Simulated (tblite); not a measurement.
Species: C7H13OP.
Cartesian coordinates in Å at the GFN2-xTB level; atoms count from 1:
```xyz
22
C7H13OP angstrom
C     -2.0756    1.5929    0.1275
C     -1.3589    0.4115   -0.4906
C     -2.0510   -0.9633   -0.3417
C     -0.8143   -1.8163    0.0134
P      0.0930   -0.2629    0.4724
O      0.1863    0.0739    1.8951
C      1.6593   -0.0966   -0.4408
C      2.9011   -0.3886    0.3518
C      2.5534    1.0196    0.0188
H     -3.0838    1.6899   -0.2730
H     -1.5324    2.5153   -0.0690
H     -2.1359    1.4567    1.2061
H     -1.1068    0.6094   -1.5342
H     -2.7508   -0.9405    0.4932
H     -2.5838   -1.2955   -1.2322
H     -0.9618   -2.5311    0.8200
H     -0.3970   -2.3290   -0.8507
H      1.6333   -0.3493   -1.4917
H      3.7310   -0.8619   -0.1517
H      2.7626   -0.7027    1.3761
H      2.1860    1.6412    0.8226
H      3.1357    1.5468   -0.7223
```

Method: GFN2-xTB as coded in tblite; computed harmonic values from a numerical Hessian at the method's own geometry, unscaled. This tight-binding method is rough: wavenumbers can miss measured ones by several per cent, in bad cases by 10 to 20. One conformer, not necessarily the lowest.

Harmonic wavenumbers (cm⁻¹): 27.9, 60.8, 108.1, 145.6, 183.8, 193.8, 239.8, 255.2, 335.0, 370.3, 426.2, 534.7, 657.8, 692.8, 710.5, 789.7, 804.8, 829.8, 880.8, 918.8, 956.6, 977.9, 984.4, 995.9, 1012.4, 1016.6, 1066.2, 1069.7, 1087.5, 1122.0, 1138.8, 1149.4, 1150.6, 1192.1, 1206.4, 1216.1, 1255.0, 1276.6, 1304.0, 1323.7, 1406.7, 1420.1, 1430.1, 1471.6, 1476.1, 1486.2, 1494.6, 2949.9, 2986.4, 2999.1, 3004.4, 3007.9, 3011.8, 3024.1, 3029.7, 3049.0, 3079.0, 3080.8, 3085.8, 3102.8.

A = 2440, B = 1024, C = 918.8 MHz; mass 144.070 u (most abundant isotopes); point group C1, symmetry number 1.

Problem. Zero-point energy?

Solution. ½Σν̃ = 40632 cm⁻¹ = 116.17 kcal/mol.

Problem. Give the ideal-gas entropy at 200 K and 1 bar in the rigid-rotor, harmonic-oscillator model (classical rotation).

Solution. Translation 38.85, rotation 28.14, vibration 20.94: S = 87.9 cal/(mol K).

Problem. And Cp and H(200 K) − H(0)?

Solution. Cp = 28.98 cal/(mol K), of which vibrations give 21.03 (their classical limit is 60 R = 119.2); H(200 K) − H(0) = 3.78 kcal/mol without the zero-point energy, 2.19 from vibrations.

Problem. Blend soft modes into free rotors: weight 1/[1 + (100 cm⁻¹/ν̃)⁴] for the oscillator and the rest for a rotor with moment μB/(μ + B), μ = h/(8π²ν), B = 10⁻⁴⁴ kg m². What vibrational entropy results?

Solution. 18.92 cal/(mol K) in place of 20.94, which changes −T·S at 200 K by +0.41 kcal/mol.

Problem. How do the functions run with temperature in this model?

Solution. 
| T (K) | S (cal/(mol K)) | Cp (cal/(mol K)) | H − H(0) (kcal/mol) | G − H(0) (kcal/mol) | ln q(vib) |
| --- | --- | --- | --- | --- | --- |
| 150 | 80.3 | 24.2 | 2.45 | -9.60 | 3.64 |
| 250 | 95.0 | 34.5 | 5.36 | -18.38 | 6.40 |
| 298.15 | 101.5 | 40.3 | 7.16 | -23.11 | 7.70 |
| 400 | 115.1 | 52.6 | 11.90 | -34.15 | 10.48 |
| 600 | 140.3 | 71.7 | 24.45 | -59.73 | 15.99 |
| 900 | 173.1 | 89.8 | 48.91 | -106.89 | 24.04 |

q(vib) and H(0) count from the zero-point level.

Hindered rotation and anharmonicity are outside this model. Other conformers, if any are populated, would add a mixing term that is left out. The structure is chiral; the term R ln 2 for an equal mix with its mirror image is left out.
